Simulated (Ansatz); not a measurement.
Hf₂B₂, 4 atoms. Hardware: 4 threads of Arm Neoverse V1 on a shared host.

In the def2 sets Hf takes a core potential; there is no spin–orbit coupling. Correlated methods freeze 2 core orbitals; core or outer-core shells of Hf are correlated, in sets that lack core-valence functions.

(1) How many basis functions does each of these Ansatz runs have, and roughly what does it cost? r2SCAN-D4/def2-TZVP, charge 0 quintet, relaxation, 6 steps; PBE-QIDH/def2-TZVP, charge 0 quintet, energy, from earlier orbitals; PBE0-D4/def2-TZVP, charge 0 unrestricted singlet, energy, from earlier orbitals; PBE0-D4/def2-SVP, charge -1 doublet at the geometry of the charge 0 singlet, energy with a search over starts; RPA@PBE/def2-TZVP, charge 0 quintet, energy, from earlier orbitals; B2PLYP/def2-TZVP, charge 0 singlet, energy, from earlier orbitals; PBE-D4/def2-TZVP, charge 1 doublet at the geometry of the charge 0 singlet, energy, from earlier orbitals; PBE0-D4/def2-SVP, charge 0 quintet, energy with a search over starts; PBE with 10 % exact exchange/def2-TZVP, charge 0 triplet, energy, from earlier orbitals; r2SCAN-D4/def2-TZVP, charge 0 quintet, energy, from earlier orbitals; PBE0-D4/def2-TZVP, charge 0 triplet, energy, from earlier orbitals; LC-ωPBE/def2-TZVP, charge 0 triplet, energy, from earlier orbitals.

Results:

(1) Other jobs shared the machine, so times can vary by a factor of up to 3. A dash marks memory too small to be measured apart from the calling script's.

| run | functions | fitting or Cholesky vectors | wall time | peak host memory (GiB) |
| --- | --- | --- | --- | --- |
| B2PLYP/def2-TZVP, charge 0 singlet, energy, from earlier orbitals | 142 | 1110 | 3.8 s | – |
| PBE-D4/def2-TZVP, charge 1 doublet at the geometry of the charge 0 singlet, energy, from earlier orbitals | 142 | 1028 | 4.2 s | – |
| PBE with 10 % exact exchange/def2-TZVP, charge 0 triplet, energy, from earlier orbitals | 142 | 1028 | 4.7 s | – |
| RPA@PBE/def2-TZVP, charge 0 quintet, energy, from earlier orbitals | 142 | 1110 | 6 s | – |
| PBE0-D4/def2-TZVP, charge 0 triplet, energy, from earlier orbitals | 142 | 1124 | 11 s | – |
| LC-ωPBE/def2-TZVP, charge 0 triplet, energy, from earlier orbitals | 142 | 1028 | 14 s | – |
| PBE0-D4/def2-SVP, charge 0 quintet, energy with a search over starts | 92 | 1002 | 14 s | – |
| PBE-QIDH/def2-TZVP, charge 0 quintet, energy, from earlier orbitals | 142 | 1110 | 17 s | – |
| r2SCAN-D4/def2-TZVP, charge 0 quintet, energy, from earlier orbitals | 142 | 1028 | 20 s | – |
| r2SCAN-D4/def2-TZVP, charge 0 quintet, relaxation, 6 steps | 142 | 1028 | 36 s | – |
| PBE0-D4/def2-TZVP, charge 0 unrestricted singlet, energy, from earlier orbitals | 142 | 1124 | 49 s | – |
| PBE0-D4/def2-SVP, charge -1 doublet at the geometry of the charge 0 singlet, energy with a search over starts | 92 | 1002 | 64 s | – |
